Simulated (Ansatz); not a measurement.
Geometry optimisation, RKS PBE/def2-SVP (Ansatz).

input.yaml

```yaml
crystal:
  periodic: [false, false, false]
  atoms:
    - { symbol: C, position_ang: [0.00405, 2.52879, -1.42353] }
    - { symbol: Si, position_ang: [0.04505, 1.14681, -0.43273] }
    - { symbol: Si, position_ang: [0.50518, -0.78758, 0.68053] }
    - { symbol: O, position_ang: [-0.85925, -1.70227, 0.71094] }
    - { symbol: H, position_ang: [-0.83478, 3.17163, -1.63864] }
    - { symbol: H, position_ang: [0.75121, -0.64439, 2.1221] }
    - { symbol: H, position_ang: [1.59076, -1.55747, 0.03296] }
    - { symbol: H, position_ang: [-1.20222, -2.15552, -0.05163] }
basis:
  gaussian: { orbitals: def2-SVP }
hamiltonian:
  xc: pbe
relax:
  f_tol: 0.015
  max_steps: 40
```

Command:

```bash
$ ansatz run input.yaml --threads 1 --pin off --max-ram 2048MiB --backend cpu --events-out ev --progress --plain --runs-dir out
```

Q: Where does it end, and by what steps?

A: It converged. After 35 steps the energy has fallen by 2.500 eV; Si2 moved furthest, 1.67 Å. Joined: C1–Si3, Si2–H6.

| step | energy less start (eV) | largest force component (eV/Å) | accepted |
| --- | --- | --- | --- |
| 0 | 0.0000 | 2.145 | yes |
| 2 | -0.3667 | 1.151 | yes |
| 4 | -0.5644 | 0.553 | yes |
| 6 | -0.5830 | 0.467 | no |
| 8 | -0.6242 | 0.191 | yes |
| 10 | -0.6360 | 0.426 | yes |
| 12 | -0.7264 | 0.560 | yes |
| 14 | -1.0381 | 0.551 | yes |
| 16 | -1.5968 | 0.645 | yes |
| 18 | -1.9860 | 0.393 | yes |
| 20 | -2.0999 | 0.644 | yes |
| 22 | -2.1724 | 0.160 | yes |
| 24 | -2.2263 | 0.297 | yes |
| 26 | -2.3497 | 0.703 | yes |
| 28 | -2.4147 | 1.141 | yes |
| 30 | -2.4773 | 0.278 | yes |
| 32 | -2.4956 | 0.149 | yes |
| 34 | -2.4997 | 0.027 | yes |
| 35 | -2.4998 | 0.014 | yes |

```xyz
8
Properties=species:S:1:pos:R:3
C -0.242 1.146 -0.634
Si -0.509 1.760 1.018
Si 0.478 -0.359 0.005
O -0.268 -1.860 -0.060
H -0.481 1.555 -1.625
H 0.312 0.272 1.529
H 1.933 -0.697 0.008
H -1.225 -1.817 -0.242
```

Whether the end is a true minimum wasn't checked by a vibrational analysis.

Time of the run: 45 s on 1 thread of Intel(R) Xeon(R) 6975P-C (Granite Rapids), with other jobs on the host, peak memory 0.16 GiB.
